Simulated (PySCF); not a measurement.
C₆ coefficients of unlike pairs at UHF

Calculated with PySCF 2.14 from the dipole response of each species, C₆(A,B) = (3/π) ∫ α_A(iu) α_B(iu) du, in atomic units, from isotropic polarisabilities. For ions this is the dispersion term alone; charge-induced terms of lower order in 1/R come first.

| species | configuration | basis | relativity | α (bohr³) | C₆ (like pair) |
| --- | --- | --- | --- | --- | --- |
| Ir | [Xe] 4f14 5d7 6s2 (4F) | def2-TZVPPD with the def2 core potential (60 electrons) (6s5p3d2f1g) | core potential | 62.25 | 661.8 |
| Li⁺ | 1s2 (1S) | x2c-TZVPPall with one added diffuse shell each of s, p type (6s4p1d) | spin-free X2C | 0.1730 | 0.06346 |
| Os⁺ | [Xe] 4f14 5d6 6s1 (6D) | aug-cc-pVTZ-PP with ECP60MDF (6s6p5d3f2g) | core potential | 34.07 | 282.8 |
| Cl | [Ne] 3s2 3p5 (2P) | aug-cc-pCVQZ-DK (10s9p7d5f3g) | spin-free X2C | 14.23 | 89.19 |

(1) Estimate C₆ for Li⁺ with Ir.

No spin-orbit coupling is included.

The other pairs:

```
    pair     C₆
 Os⁺, Ir  427.8
Os⁺, Li⁺  3.057
  Cl, Ir  227.9
 Cl, Os⁺  155.4
 Cl, Li⁺  1.849
```

Answers

(1) The integral gives 4.178. The combination rule 2 C_A C_B / (C_A α_B/α_A + C_B α_A/α_B) gives 3.404 and the geometric mean 6.481.
